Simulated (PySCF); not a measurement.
PySCF input for C3HF4, SMILES F/C=[C]/C(F)(F)F, multiplicity 2, SMD-M06-2X/6-31G*. The structure is a stationary point at B3LYP-D3(BJ)/def2-SVP. The isomer is the one that the SMILES or the coordinates give; other isomers of the formula were not compared.

```python
import numpy as np
from pyscf import gto, scf, dft
from pyscf.solvent import smd

mol = gto.M(
    atom='''
    F     0.26169414    2.89795899    0.00000001
    C    -0.29183107    1.69108556   -0.00000001
    C     0.39557949    0.56914517    0.00000000
    C     0.05437276   -0.86714681   -0.00000000
    F     0.53759404   -1.49453949   -1.08046941
    F     0.53759401   -1.49453949    1.08046943
    F    -1.28772677   -1.02837488   -0.00000002
    H    -1.39112574    1.71695036   -0.00000002
    ''',
    basis='6-31G*',
    charge=0,
    spin=1,
    max_memory=1600,
    verbose=3,
)
mf = dft.UKS(mol, xc='m06-2x').density_fit(auxbasis='def2-universal-jkfit')
mf.grids.level = 4
mf.conv_tol = 1e-9
mf.max_cycle = 100
mf.kernel()
fine, coarse = mf.grids, dft.Grids(mol).set(level=1).build(with_non0tab=True)
for _ in range(3):  # follow internal instabilities
    mf.grids = coarse
    mo, _, stable, _ = mf.stability(return_status=True, nroots=4)
    mf.grids = fine
    if stable:
        break
    mf.kernel(mf.make_rdm1(mo, mf.mo_occ))
res = {}
for name in ['water', 'methanol', '2-propanol']:
    s = mf.SMD()
    s.with_solvent.solvent, s.with_solvent.sasa_ng = name, 302
    s.kernel(mf.make_rdm1())
    res[name] = (s.e_tot, s.with_solvent.get_cds(), s.dip_moment(), s.mo_energy, s.converged)
    print(f'SMD {name}: dG(solv) = {(s.e_tot - mf.e_tot) * 627.509474:.3f} kcal/mol, of which CDS {res[name][1] * 627.509474:.3f}')
```

Program output:

```

WARN: HOMO -0.21448960106376 >= LUMO -0.21448960106376

converged SCF energy = -513.982275729628  <S^2> = 0.76625199  2S+1 = 2.0161865
<class 'pyscf.df.df_jk.DFUKS'> wavefunction is stable in the internal stability analysis
converged SCF energy = -513.978719376594  <S^2> = 0.76572988  2S+1 = 2.0156685
Dipole moment(X, Y, Z, Debye): -1.22069,  1.23412, -0.00000
SMD water: dG(solv) = 2.232 kcal/mol, of which CDS 5.362
converged SCF energy = -513.983938106383  <S^2> = 0.7657476  2S+1 = 2.0156861
Dipole moment(X, Y, Z, Debye): -1.20980,  1.22690, -0.00000
SMD methanol: dG(solv) = -1.043 kcal/mol, of which CDS 1.993
converged SCF energy = -513.984016912581  <S^2> = 0.76576806  2S+1 = 2.0157064
Dipole moment(X, Y, Z, Debye): -1.19734,  1.21854, -0.00000
SMD 2-propanol: dG(solv) = -1.093 kcal/mol, of which CDS 1.834
```

The calculation finished and met its thresholds.

Cost: around 5 core-minutes (rough).
